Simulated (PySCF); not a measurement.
**Electron correlation in Cd (cadmium, neutral)**

Starting occupation: [Kr] 4d10 5s1 5p1, 5s1/2 with m_j = +1/2, 5p3/2 with m_j = +3/2. All numbers are calculated (PySCF 2.14, X2C-1e with screened-nucleus spin-orbit coupling, Gaussian nucleus, in x2c-TZVPall-2c (8s9p7d1f, 77 functions)). Frozen: [Ar] 3d10; 20 electrons correlated; the 6 highest virtual spinors left out.

MP2 pair energies summed by pair of shells (mhartree):

```
       pair   energy  share (%)
4d3/2-4d5/2  -134.14       25.8
4d5/2-4d5/2   -96.12       18.5
4d5/2-4p3/2   -47.73        9.2
4d3/2-4d3/2   -42.30        8.1
4d3/2-4p3/2   -32.57        6.3
4d5/2-4p1/2   -24.02        4.6
4p3/2-4p3/2   -17.91        3.4
4p1/2-4p3/2   -17.18        3.3
4d5/2-4s1/2   -16.29        3.1
4d3/2-4p1/2   -15.77        3.0
4d5/2-5s1/2   -14.24        2.7
4p3/2-4s1/2   -11.33        2.2
4d3/2-4s1/2   -10.97        2.1
4d3/2-5s1/2    -8.86        1.7
4d5/2-5p3/2    -6.17        1.2
4p1/2-4s1/2    -5.74        1.1
4p1/2-4p1/2    -4.66        0.9
4d3/2-5p3/2    -3.78        0.7
4s1/2-4s1/2    -3.19        0.6
5p3/2-5s1/2    -2.61        0.5
4p3/2-5s1/2    -2.34        0.4
4p1/2-5s1/2    -1.06        0.2
4p3/2-5p3/2    -0.63        0.1
4p1/2-5p3/2    -0.33        0.1
4s1/2-5s1/2    -0.27        0.1
4s1/2-5p3/2    -0.13        0.0
```

Total MP2 correlation energy: -520.34 mhartree.

This basis was not built for core-valence correlation, so the inner-shell part is incomplete.
